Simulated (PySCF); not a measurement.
## Ionisation energy of Pt⁶⁰⁺ by level of theory

Pt⁶⁰⁺ [Ar] → Pt⁶¹⁺ [Ne] 3s2 3p5 [3p1/2^2 3p3/2^3, M_J = 3/2], as a difference of total energies. Calculation: PySCF 2.14, in an uncontracted even-tempered set (18 s from 19 bohr⁻², ratio 2.4; 14 p from 24 bohr⁻², ratio 2.4; 4 d from 89 bohr⁻², ratio 2.6; 4 f from 130 bohr⁻², ratio 2.6); the two-component X2C-1e Hamiltonian. Correlated levels: 1s2 frozen; the 48 highest virtual spinors dropped. "Screened" scales the spin-orbit matrix elements by Boettger's factors to mimic the two-electron term; Breit and QED terms are absent.

```csv
method,ionisation energy (eV)
GHF (spin-free),6652.5
GMP2 (spin-free),6653.5
GHF (screened spin-orbit),6521.9
GMP2 (screened spin-orbit),6522.9
```

Breit and QED terms and the two-electron picture change are absent.

The spin-free rows lack the spin-orbit shift.

For comparison: 6517 ± 10 eV (theoretical estimate listed by NIST; NIST Atomic Spectra Database, ionization energies).
